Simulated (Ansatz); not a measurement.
A nudged elastic band was laid between two geometries of CH₅OSSi (9 atoms, charge 1, multiplicity 1).

Computed with UKS PBE0/def2-SVP in Ansatz.

| Property | Result |
| --- | --- |
| movable images | 7 |
| climbing image | yes |
| spring | 5.0 eV/Å² |
| optimiser | quadratic models (default) |
| start path | through a guess of the saddle point |
| force threshold | 0.05 eV/Å |
| iteration limit | 60 |
| end points | relaxed |

Initial state:

```xyz
9
Properties=species:S:1:pos:R:3
O -1.415 1.181 -0.088
Si 0.037 0.713 0.428
C 0.311 -1.089 0.474
S 1.152 -0.579 -1.134
H -1.685 2.094 -0.255
H 0.970 1.667 1.047
H -0.515 -1.794 0.317
H 1.081 -1.488 1.148
H 0.064 -0.705 -1.937
```

Final state:

```xyz
9
Properties=species:S:1:pos:R:3
O -0.818 1.357 0.067
Si 1.081 0.816 0.433
C 0.578 -1.015 0.496
S 1.026 -0.872 -1.285
H -0.991 2.288 -0.155
H -1.581 1.016 0.567
H -0.431 -1.415 0.666
H 1.325 -1.674 0.965
H -0.190 -0.502 -1.754
```

Task: Which bonds break or form, and what moves?

Result: Bonds broken: Si2–H6. Bonds formed: O1–H6.

Task: Give the energies along the band, and the barrier.

Result: It converged. The highest image is number 3 of 0 to 8, 2.98 eV above the first end and 1.99 eV above the last; the last end lies 0.99 eV above the first. The profile has 2 maxima (images 3, 6) with wells between them (image 5): this band takes more than one step, which may be the mechanism or a detour left from its start path. Neighbouring images differ by up to 1.8 eV, so the band resolves the path poorly. A vibrational analysis at the climbing image gives one clearly imaginary mode, 1563i cm⁻¹: a first-order saddle point. The orbitals stay closed-shell, which can raise the energy where a bond breaks towards radicals; this wasn't checked here. Limits of this set-up: the dipole of an ion depends on the origin.

```
image  path coordinate (Å)  energy (eV)  Si2–H6 (Å)  O1–H6 (Å)
    0                 0.00         0.00        1.47       2.69
    1                 0.69         0.15        1.47       2.61
    2                 1.38         1.16        1.47       2.02
    3                 2.07         2.98        1.63       1.36
    4                 2.90         1.17        2.34       0.97
    5                 3.74         1.09        2.61       0.97
    6                 4.58         1.16        2.59       0.97
    7                 5.41         1.06        2.63       0.97
    8                 6.25         0.99        2.67       0.97
```

Task: What is the geometry of the highest image?

Result: 
```xyz
9
Properties=species:S:1:pos:R:3
O -0.864 1.565 0.029
Si 0.505 0.646 0.596
C 0.343 -1.194 0.415
S 1.253 -0.745 -1.151
H -1.840 1.547 -0.035
H 0.045 2.189 0.817
H -0.625 -1.684 0.242
H 1.010 -1.824 1.020
H 0.172 -0.501 -1.933
```

The band took 39 iterations and of the order of 20 core-minutes.

Time of the run: 10 min on 2 threads of Arm Neoverse V2, on a shared host, peak memory 0.24 GiB.
